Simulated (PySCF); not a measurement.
## Calculated NMR data

PySCF calculation with NMR shieldings at PBE0/pcSseg-1/GIAO and geometry: GFN2-xTB; single conformer, in vacuum, relativity neglected, averaged over atoms made equivalent by symmetry, fast rotation or ring inversion.

Referencing at the same level of theory: $^{1}$H (31.72 ppm), $^{13}$C (186.93 ppm) vs TMS. Splittings of carbon signals by F and P are missing where no couplings were computed. Where no couplings were computed, multiplicities follow the n + 1 count of equivalent neighbours, and m marks all less simple cases (inequivalent or close neighbours, rings, F or P nearby). Acid and N–H amide carbonyl carbons lie up to 10 ppm further downfield in solution (hydrogen bonding). Shifts are as computed. Against solution values, carbons near 30 ppm lie about +3 ppm off and those near 130 ppm about +5 ppm. Of 1309 compounds with measured shifts, 239 miss one by over three times the rms of a fit or turn the order of signals round; such compounds aren't used in these exercises. OH and NH positions are gas-phase values without hydrogen bonding to other molecules.

Compound 1 (C3H9FO3Si3). $^{1}$H NMR (400 MHz, computed): δ 7.19 (m, 1H), 7.02 (br s, 1H), 5.63 (d, 2H), 5.20 (s, 3H), 4.64 (m, 2H). $^{13}$C{$^{1}$H} NMR (computed): δ 183.8 (C), 179.1 (C), 133.6 (CH). Structure: SMILES O=C(O)[SiH2]/C(F)=C/[SiH2]O[SiH3].

Compound 2 (C2H10F3PSi3). $^{1}$H NMR (400 MHz, computed): δ 4.59 (m, 2H), 4.12 (m, 6H), 1.79 (m, 2H). $^{13}$C{$^{1}$H} NMR (computed): δ 136.3, 23.1. Structure: `InChI=1S/C2H10F3PSi3/c3-2(4,5)1-9-6(7)8/h1,9H2,7-8H3`.
